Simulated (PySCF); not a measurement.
# Spin–spin couplings to the heavy atom in `CO[C@@H]1C[C@@H]1Br`, C₄H₇BrO

Cartesian coordinates in Å; atom numbers follow the order of the lines, from 1:
```xyz
13

C     1.9645   -0.0001   -0.0775
O     0.8058   -0.7573   -0.3047
C    -0.2620   -0.3461    0.4494
C    -1.6196   -0.7000   -0.0546
C    -1.1843    0.7346   -0.0565
Br   -0.8105    1.6001   -1.7140
H     2.7525   -0.4025   -0.7281
H     2.2991   -0.0792    0.9747
H     1.8107    1.0660   -0.3204
H    -0.0907   -0.3489    1.5378
H    -1.6368   -1.2047   -1.0240
H    -2.3962   -1.0098    0.6492
H    -1.6264    1.4314    0.6589
```

[PySCF 2.14.0: indirect couplings; PBE0/pcJ-1 (dyall-v2z on Br), isolated molecule, Gaussian nuclear model, PBE0-D3(BJ)/def2-SVP geometry]

Non-relativistic values:
| coupling | atoms | J (Hz) |
| --- | --- | --- |
| 1J(79Br,13C) | Br6 – C5 | -133.5 |
| 2J(79Br,13C) | Br6 – C3 | 2.2 |
| 2J(79Br,13C) | Br6 – C4 | 1.3 |
| 2J(79Br,1H) | Br6 – H13 | 29.1 |
| 3J(79Br,17O) | Br6 – O2 | -2.2 |
| 3J(79Br,1H) | Br6 – H10 | -2.6 |
| 3J(79Br,1H) | Br6 – H11 | 11.9 |
| 3J(79Br,1H) | Br6 – H12 | 4.0 |
| 4J(79Br,13C) | Br6 – C1 | 1.9 |

What do two-component X2C with spin–orbit coupling give?

Answers


```csv
coupling,atoms,with spin–orbit (Hz)
"1J(79Br,13C)",Br6 – C5,-143.0
"2J(79Br,13C)",Br6 – C3,1.8
"2J(79Br,13C)",Br6 – C4,0.3
"2J(79Br,1H)",Br6 – H13,29.9
"3J(79Br,17O)",Br6 – O2,-2.2
"3J(79Br,1H)",Br6 – H10,-2.9
"3J(79Br,1H)",Br6 – H11,12.6
"3J(79Br,1H)",Br6 – H12,4.0
"4J(79Br,13C)",Br6 – C1,1.9
```

The largest listed coupling, 1J(79Br,13C), ends at 1.07 times its non-relativistic value. Couplings to strongly quadrupolar nuclei (79Br) are seldom resolved in solution.
